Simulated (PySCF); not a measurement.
Stretching LiCa

Set-up: basis Li 3-21G, Ca 3-21G; no relativity; PySCF 2.14. Energies in eV from Li + Ca in their ground configurations at the same level. State: ²Σ⁺ (doublet), unpaired electrons σ ↑.

All columns are r²SCAN. A positive dipole means Li(−)Ca(+).

```
R (Å)  E (eV)  μ (D)  Mulliken charge on Li (basis-dependent)  HOMO (eV)  LUMO (eV)  Mayer bond order  ⟨S²⟩
3.016  -0.261  -1.09                                    -0.17      -2.87      -1.85              0.76  0.78
3.156  -0.346  -1.08                                    -0.16      -2.90      -1.81              0.72  0.78
3.297  -0.395  -1.05                                    -0.15      -2.93      -1.77              0.68  0.78
3.402  -0.413  -1.02                                    -0.14      -2.96      -1.74              0.65  0.79
3.507  -0.419  -0.98                                    -0.13      -2.98      -1.77              0.61  0.79
3.612  -0.416  -0.94                                    -0.13      -3.00      -1.79              0.57  0.79
3.752  -0.401  -0.88                                    -0.12      -3.03      -1.82              0.53  0.79
3.928  -0.371  -0.82                                    -0.11      -3.07      -1.86              0.46  0.79
4.138  -0.327  -0.76                                    -0.09      -3.11      -1.89              0.40  0.79
4.419  -0.266  -0.66                                    -0.08      -3.15      -1.93              0.32  0.79
```

A fit through these points gives, at Re = 3.520 Å, μ = -0.97 D and dμ/dR = 0.378 D/Å; the reduced mass is 5.968 u.

Problem. How strong is the fundamental in the double-harmonic approximation, I = 42.26·(dμ/dR)²/μred km/mol?

Solution. I = 42.26·(0.378)²/5.968 = 1.01 km/mol at r²SCAN.

3-21G is very small, so such numbers show the basis as much as the molecule. The state is the lowest determinant that a PBE0 search found; another state may lie lower at other levels.
